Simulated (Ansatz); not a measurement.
Basis-set extrapolation for `O[SiH](Cl)Cl` (PBE0-D4/def2-TZVP geometry, frozen core, Ansatz 0.2.0). Multiplicity 1, RHF reference.

```csv
,def2-TZVPP,def2-QZVPP
HF,-1284.199427,-1284.238029
MP2 correlation,-0.734444,-0.804185
CCSD(T) correlation,-0.805411,-0.875031
```

Energies in hartree. Use E(X) = E(∞) + A·exp(−7.88·√X) for Hartree–Fock and E(X) = E(∞) + B·X^(−2.97) for correlation, with X = 3 and 4.

What is the CCSD(T) energy at the basis-set limit?

HF limit: -1284.238029 + (-0.038602) × 0.13774 = -1284.24335. Correlation limit: -0.875031 + (-0.069620) × 0.74074 = -0.92660. Total: -1285.16995 hartree, 433.5 kJ/mol below CCSD(T)/def2-TZVPP.
